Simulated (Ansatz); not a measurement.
`C[S][Mg][OH]` + `O[SiH3]` → `[OH][Mg][O][SiH3]` + CH₃SH  (ligand exchange at a Mg–S bond)

Gas-phase electronic energies from Ansatz, PBE0-D4/def2-TZVP geometries. CBS: MP2 limit from def2 TZ/QZ plus the TZ coupled-cluster correction, frozen cores. This one scheme is used for every species. For Mg outer-core shells are correlated without core-valence functions, which leaves a few kJ/mol of doubt a bond. One conformer a species, not always the lowest.

| species | CCSD(T)/def2-TZVPP energy (Eh) |
| --- | --- |
| `C[S][Mg][OH]` | -713.20104 |
| `O[SiH3]` | -366.62321 |
| `[OH][Mg][O][SiH3]` | -641.67569 |
| CH₃SH | -438.16519 |

Question: Work out ΔE.

Answer: ΔE = (-641.67569) + (-438.16519) − (-713.20104) − (-366.62321) = -0.01663 Eh = -43.7 kJ/mol. CCSD(T)/CBS gives -44.5 kJ/mol.

Largest T1 diagnostic among the species: 0.011.

At CCSD(T), def2-SVP lies −11.1 kJ/mol from the extrapolated value and def2-TZVPP +0.8 kJ/mol. Leaving LDA and LC-ωPBE aside and taking each functional with its dispersion term where it has one, the values, not all of them listed here, spread over 14.7 kJ/mol, from CAM-B3LYP-D4 to PBE-D4.
